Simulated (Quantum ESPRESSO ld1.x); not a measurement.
Values are calculated unless marked as measured or tabulated.
Isoelectronic series with 17 electrons, each ion in its NIST ground configuration. Code: ld1.x of Quantum ESPRESSO 7.5. Model: scalar-relativistic Kohn-Sham, LDA (Slater exchange, Perdew-Wang correlation), spin-polarised, spherical densities, point nucleus; open shells are filled with parallel spins first. Total energies (hartree) and orbital eigenvalues (eV):

ion,configuration,E (hartree),3p down,3p up,3s down
Cl,[Ne] 3s2 3p5,-460.1244,-8.2761,-9.0639,-20.2117
Ar+,[Ne] 3s2 3p5,-527.2241,-21.6980,-22.6448,-36.0823
K2+,[Ne] 3s2 3p5,-599.2306,-38.6916,-39.7900,-55.5706
Ca3+,[Ne] 3s2 3p5,-676.1410,-59.0512,-60.2964,-78.4597
Sc4+,[Ne] 3s2 3p5,-757.9583,-82.6737,-84.0627,-104.645
Ti5+,[Ne] 3s2 3p5,-844.6894,-109.500,-111.030,-134.070
V6+,[Ne] 3s2 3p5,-936.3433,-139.492,-141.162,-166.699
Cr7+,[Ne] 3s2 3p5,-1032.9311,-172.626,-174.436,-202.512
Mn8+,[Ne] 3s2 3p5,-1134.4650,-208.886,-210.834,-241.499
Fe9+,[Ne] 3s2 3p5,-1240.9587,-248.262,-250.348,-283.654
Co10+,[Ne] 3s2 3p5,-1352.4270,-290.748,-292.971,-328.976
Ni11+,[Ne] 3s2 3p5,-1468.8857,-336.338,-338.698,-377.465
Cu12+,[Ne] 3s2 3p5,-1590.3516,-385.033,-387.529,-429.127
Zn13+,[Ne] 3s2 3p5,-1716.8422,-436.830,-439.464,-483.968
Ga14+,[Ne] 3s2 3p5,-1848.3764,-491.733,-494.503,-541.996
Ge15+,[Ne] 3s2 3p5,-1984.9737,-549.742,-552.648,-603.219
As16+,[Ne] 3s2 3p5,-2126.6546,-610.862,-613.904,-667.648
Se17+,[Ne] 3s2 3p5,-2273.4405,-675.095,-678.274,-735.295
Br18+,[Ne] 3s2 3p5,-2425.3537,-742.446,-745.762,-806.173
Kr19+,[Ne] 3s2 3p5,-2582.4174,-812.922,-816.374,-880.294
Rb20+,[Ne] 3s2 3p5,-2744.6560,-886.526,-890.115,-957.675
